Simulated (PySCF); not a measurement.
## S²⁺ (sulfur, charge +2) across methods

[Ne] 3s2 3p2, high-spin 3P determinant. Calculation: PySCF 2.14, in aug-cc-pVTZ-DK (6s5p3d2f, 50 functions); scalar relativity by spin-free X2C-1e.

| method | E (hartree) | mean ε 3s α (eV) | mean ε 3s β (eV) | mean ε 3p α (eV) | Σ⟨r²⟩ (bohr²) | ⟨S²⟩ |
| --- | --- | --- | --- | --- | --- | --- |
| CAM-B3LYP | -397.9839 | -44.107 | -40.894 | -31.917 | 14.94 | 2.003 |
| UHF | -397.41712 | -48.646 | -42.021 | -34.708 | 15.05 | 2.011 |
| r2SCAN | -397.9328 | -41.110 | -37.877 | -29.471 | 14.91 | 2.007 |
| PBE0 | -397.8290 | -42.606 | -39.208 | -30.569 | 14.91 | 2.004 |
| HSE06 | -397.8480 | -42.180 | -38.833 | -30.146 | 14.90 | 2.004 |
| PBE | -397.7976 | -40.312 | -37.782 | -28.943 | 14.91 | 2.003 |
| LDA | -396.5609 | -40.265 | -37.969 | -28.843 | 14.92 | 2.001 |
| BHandHLYP | -397.9858 | -44.638 | -40.624 | -31.921 | 14.94 | 2.005 |

**Question.** Estimate the same row for LC-wPBE.

**Answer.** E (hartree) = -397.8497; mean ε 3s α (eV) = -45.902; mean ε 3s β (eV) = -42.363; mean ε 3p α (eV) = -33.647; Σ⟨r²⟩ (bohr²) = 14.88; ⟨S²⟩ = 2.004.
